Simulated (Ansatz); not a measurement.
H$_{2}$B$_{3}$O$_{3}$, doublet, at a GFN2-xTB geometry. Base run: CAM-B3LYP/6-311G** (Ansatz, an electronic-structure program).

Ansatz was given this input:
Ansatz 0.2 input:
```yaml
crystal:
  periodic: [false, false, false]
  atoms:
    - {symbol: B, position_ang: [0.84764447, 1.05869636, -0.44322339]}
    - {symbol: O, position_ang: [1.37682875, -0.15179262, -0.10627797]}
    - {symbol: B, position_ang: [0.57274001, -1.16265845, 0.31632496]}
    - {symbol: O, position_ang: [-0.76697225, -0.95793786, 0.40104083]}
    - {symbol: B, position_ang: [-1.31023903, 0.24153226, 0.06930465]}
    - {symbol: O, position_ang: [-0.49956289, 1.24748569, -0.35243410]}
    - {symbol: H, position_ang: [1.03254502, -2.19928698, 0.60412444]}
    - {symbol: H, position_ang: [-2.46562116, 0.40939446, 0.14521434]}
basis:
  gaussian:
    orbitals: 6-311G__.json
hamiltonian:
  xc: cam_b3lyp
magnetization: {spin_polarized: true, initial_magnetization: 1}
```
The basis file holds 6-311G** in the JSON format of the Basis Set Exchange.

Variants of this job, named by their change:

```json
[
 {"change": "base", "ΔE vs base (kcal/mol)": "0.000"},
 {"change": "point_charge = charge:0.5 position_ang:-4.3234, -0.2766, -3.3344", "ΔE vs base (kcal/mol)": "0.403"},
 {"change": "point_charge = charge:-1.0 position_ang:4.5459, 2.3989, 0.6262", "ΔE vs base (kcal/mol)": "0.137"},
 {"change": "fitting.mean_field = def2-universal-JKFIT", "ΔE vs base (kcal/mol)": "-0.026"},
 {"change": "fitting.mean_field = cc-pVTZ-JKFIT", "ΔE vs base (kcal/mol)": "-0.016"},
 {"change": "final_grid = 4, 8, 17", "ΔE vs base (kcal/mol)": "-0.070"},
 {"change": "final_grid = 6, 12, 29", "ΔE vs base (kcal/mol)": "-0.002"},
 {"change": "final_grid = 10, 20, 41", "ΔE vs base (kcal/mol)": "0.000"},
 {"change": "point_charge = charge:1.0 position_ang:1.8686, -1.4597, -4.755", "ΔE vs base (kcal/mol)": "0.66"},
 {"change": "accuracy = high", "ΔE vs base (kcal/mol)": "-0.002"},
 {"change": "lower_state_search = off", "ΔE vs base (kcal/mol)": "0.000"}
]
```
